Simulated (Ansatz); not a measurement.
Species: H₃BS₃, SMILES `SB(S)S` (charge 0, multiplicity 1).

### Question
Give a relaxed geometry from Ansatz (a program for electronic structure) with CAM-B3LYP-D3(BJ)/def2-TZVP.

### Answer
This is not unique; one that fits is the end point of this relaxation, one of several conformers (outside a Z-matrix the atoms follow the SMILES, hydrogens last).
Cartesian coordinates (Å) in one orientation:
```xyz
7

S      1.721    -1.199     0.122
B      0.166    -0.289     0.014
S      0.213     1.511    -0.007
S     -1.318    -1.310    -0.065
H      2.539    -0.139     0.160
H     -1.101     1.752    -0.090
H     -2.222    -0.326    -0.133
```
